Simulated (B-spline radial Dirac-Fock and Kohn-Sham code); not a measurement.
**Energy-loss ionisation edge M1 (3s) of La**

System: neutral lanthanum, [Xe] 5d1 6s2. These are calculated numbers from a radial atomic solver; the model is the first Born approximation with generalised oscillator strengths from a Dirac-Hartree-Slater potential (longitudinal and transverse terms; continuum final states only, so no white lines or fine structure). The edge is taken at 1362.0 eV (tabulated value).

Input file task.json (cfg lists n, l and occupation; rrms is the nuclear radius in fm):

```json
{"items": [{
  "Z": 57,
  "q": 0,
  "cfg": [[1, 0, 2], [2, 0, 2], [2, 1, 6], [3, 0, 2], [3, 1, 6], [3, 2, 10], [4, 0, 2], [4, 1, 6], [4, 2, 10], [5, 0, 2], [5, 1, 6], [5, 2, 1], [6, 0, 2]],
  "A": 139,
  "rrms": 4.855,
  "do": "eels",
  "beams": [[60, 10], [60, 20], [60, 100], [80, 20], [80, 50], [100, 5], [100, 10], [100, 20], [100, 50], [120, 10], [120, 20], [200, 20], [300, 5], [300, 20]],
  "edges": {"M1": 1362.0}
}]}
```

Command: `python xray2_run.py task.json out`

Partial cross sections σ(β, Δ) in barn, integrated over a window Δ above the edge and up to the collection semi-angle β, for parallel illumination:

```tsv
E₀ (kV)	β (mrad)	Δ = 25 eV	Δ = 50 eV	Δ = 100 eV	Δ = 200 eV	Δ = 300 eV
60	10	6.59	12.8	24.0	42.3	56.6
60	20	16.9	32.9	62.2	112	151
60	100	60.2	121	234	430	592
80	20	17.8	34.8	65.9	119	161
80	50	?	?	?	?	?
100	5	3.12	6.05	11.3	19.9	26.6
100	10	8.79	17.1	32.2	57.5	77.4
100	20	18.2	35.5	67.5	122	166
100	50	34.8	68.7	132	241	331
120	10	9.49	18.5	34.9	62.5	84.4
120	20	18.3	35.8	68.1	123	169
200	20	18.3	35.9	68.5	125	172
300	5	6.91	13.5	25.5	45.8	62.2
300	20	18.4	36.2	69.3	127	175
```

Question: Give the row for 80 kV and 50 mrad.

Answer: 36.6 b for 25 eV, 72.1 b for 50 eV, 138 b for 100 eV, 251 b for 200 eV, 345 b for 300 eV.
